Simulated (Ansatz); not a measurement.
Reaction (substitution at a C–Si bond): `C[SiH]1[CH2][SnH2]1` + `[NH2][SnH2][OH]` → `C[O][SnH2][NH2]` + `[CH2]1[SiH2][SnH2]1`

Computed with Ansatz on PBE0-D4/def2-TZVP structures; ΔE is electronic, products minus reactants. CBS: MP2 limit from def2 TZ/QZ plus the TZ coupled-cluster correction, frozen cores. Functionals use def2-TZVPP. B3LYP here is the variant with VWN-RPA as its local correlation; programs differ in this. def2 core potentials past Kr. For Sn outer-core shells are correlated without core-valence functions, which leaves a few kJ/mol of doubt a bond. Each species was taken in one conformer, which may not be the lowest.

`C[SiH]1[CH2][SnH2]1`:

```xyz
12

C     0.569    0.899   -1.724
Si   -0.602    0.096   -0.515
C    -0.017   -1.350    0.490
Sn   -0.334    0.336    1.935
H     0.226    1.899   -1.996
H     1.568    0.983   -1.291
H     0.638    0.296   -2.634
H    -1.996    0.007   -1.021
H     1.024   -1.651    0.391
H    -0.679   -2.204    0.610
H     1.141    0.738    2.682
H    -1.537   -0.050    3.072
```

`[NH2][SnH2][OH]`:

Z-matrix (Å, degrees):
```
Sn
O 1 1.966
N 1 2.010 2 104.3
H 1 1.715 2 105.9 3 -121.4
H 1 1.703 2 108.7 3 114.2
H 2 0.959 1 112.7 3 131.9
H 3 1.010 1 116.0 2 -88.4
H 3 1.010 1 114.8 2 143.2
```

`C[O][SnH2][NH2]`:

```xyz
11

C     0.046   -1.793    0.480
O     0.152   -1.148   -0.763
Sn    0.520    0.779   -0.816
N    -0.888    1.621    0.356
H    -0.684   -1.311    1.143
H    -0.285   -2.822    0.306
H     1.009   -1.838    1.009
H     0.382    1.132   -2.475
H     2.033    1.085   -0.084
H    -1.726    1.932   -0.113
H    -0.558    2.363    0.957
```

`[CH2]1[SiH2][SnH2]1`:

Z-matrix (Å, degrees):
```
C
Sn 1 2.224
Si 1 1.867 2 73.7
H 1 1.087 2 115.3 3 -113.5
H 1 1.087 2 115.4 3 113.5
H 2 1.697 1 112.2 3 -115.5
H 2 1.697 1 112.2 3 115.6
H 3 1.483 1 117.5 2 110.5
H 3 1.483 1 117.6 2 -110.6
```

```csv
level,ΔE (kcal/mol),difference from CCSD(T)/CBS
r2SCAN-D4,23.7,0.0
B3LYP-D4,22.1,-1.6
ωB97X-V,21.9,-1.8
ωB97M-V,23.4,-0.3
PBE,23.0,-0.7
r2SCAN,23.7,0.0
PBE0,23.3,-0.4
B3LYP,21.9,-1.8
CCSD/def2-TZVPP,22.6,-1.1
CCSD/CBS(def2),23.5,-0.2
CCSD(T)/CBS,23.7,0
```

Largest T1 diagnostic among the species: 0.014.

In def2-TZVPP, CCSD(T) changes the Hartree–Fock value by +2.7 kcal/mol (the triples alone add +0.2 kcal/mol) and MP2 by +4.9 kcal/mol.
